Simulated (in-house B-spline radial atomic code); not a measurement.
The selenium ion Se⁶⁺: [Ne] 3s2 3p5 3d10 6f1 (an excited or competing configuration)

Level of theory: Dirac-Hartree-Fock, average of configuration, Fermi nucleus of rms radius 4.14 fm; calculated with a B-spline radial code for spherical atoms.

Z_r = [3n² - l(l+1)]/(2<r>); Z_e = n√(-2ε); the last column is Slater's effective charge. Values are occupation-weighted means over j. An effective charge above Z reflects the relativistic contraction of the inner shells.

```csv
shell,electrons,ε (eV),<r> (bohr),Z_r,Z_e,Slater
1s,2,-12872,0.04406,34.05,30.76,33.70
2s,2,-1817.9,0.1949,30.79,23.12,29.85
2p,6,-1609.2,0.1711,29.23,21.75,29.85
3s,2,-361.96,0.5658,23.86,15.47,23.10
3p,5,-297.2,0.5768,21.67,14.02,23.10
3d,10,-183.87,0.5915,17.75,11.03,13.85
6f,1,-18.923,6.654,7.21,7.08,7.00
```

The least bound orbital is 6f5/2 at -18.92 eV, and it is also the most diffuse (<r> = 6.654 bohr). The part-filled 3p shell lies below the filled 3d shell in orbital energy.

Spin-orbit splittings of the orbital energies (j = l + 1/2 above j = l - 1/2 when positive): 2p 42.25 eV, 3p 6.356 eV, 3d 1.009 eV, 6f -0.001204 eV.

For the 1s electron the small component carries 1.52 % of the norm, the zero-frequency Breit interaction raises the level by 19.56 eV, self-energy by 10.31 eV, and vacuum polarisation lowers it by 1.033 eV.
